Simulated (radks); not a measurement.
Problem. Excited configurations of Ba IV: one electron is placed in a higher orbital outside [Kr] 4d10 5s2 5p4. The ground configuration is [Kr] 4d10 5s2 5p5. Method: scalar-relativistic Kohn-Sham, r2SCAN, spin-polarised, spherical densities, finite nucleus; open shells are filled with parallel spins first (spin-orbit coupling, left out, can overturn this in heavy ions); meta-GGA in the generalised Kohn-Sham scheme; Fermi nuclear charge, rms radius 4.8378 fm; computed with a radial shooting solver on a logarithmic mesh with Libxc functionals. Excitation = E - E(ground); binding = E(ion) - E, where the ion is the core of charge +4; n* = 4/sqrt(2 binding) in atomic units, and the quantum defect is n - n*.

outer orbital  excitation (eV)  binding (eV)     n*  quantum defect  eigenvalue (eV)  <r> (bohr)
4f                      19.841        27.539  2.812           1.188          -20.271       1.393
5d                      19.060        28.321  2.772           2.228          -24.071       2.397
5f                      34.182        13.199  4.061           0.939          -11.245       4.617
6p                      27.384        19.997  3.299           2.701          -17.960       4.016
7p                      35.686        11.694  4.315           2.685          -10.549       6.907
7d                      38.398         8.983  4.923           2.077           -8.033       8.556

Estimate the row for 6d.

Solution. excitation (eV) 33.086; binding (eV) 14.295; n* 3.902; quantum defect 2.098; eigenvalue (eV) -12.626; <r> (bohr) 5.186. The Delta-SCF ionisation energy is 47.380 eV (NIST Atomic Spectra Database: 47.0 eV, semi-empirical). Self-interaction in the functional shifts the binding energies and quantum defects, so they are the method's values and not measured ones. Open shells are spherical and high-spin; term and fine-structure splittings are not resolved. Spin-orbit splitting is averaged out at the scalar-relativistic level.
